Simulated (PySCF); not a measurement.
A calculated (LC-wPBE, PySCF 2.14, x2c-QZVPPall with one added diffuse shell each of s, p, d, f, g type, the spin-free X2C one-electron Hamiltonian (Gaussian nucleus)) atom or ion has these occupied shells.

```
shell  electrons  orbital energy (eV)  rms radius, mean of both spins (bohr)
 1s α          1              -4895.7                                 0.0805
 1s β          1              -4895.7                                 0.0805
 2s α          1              -567.61                                  0.353
 2s β          1              -567.26                                  0.353
 2p α          3              -474.61                                  0.322
 2p β          3              -474.31                                  0.322
 3s α          1              -92.616                                   1.07
 3s β          1              -91.531                                   1.07
 3p α          3              -67.865                                   1.15
 3p β          3              -66.654                                   1.15
 3d α          1              -31.851                                   1.42
 4p α          1              -18.063                                   3.42
```

(1) Name the element and its charge.

## Answers

(1) Ti²⁺ (titanium, charge +2), in [Ar] 3d1 4p1, one real determinant (an excited configuration).
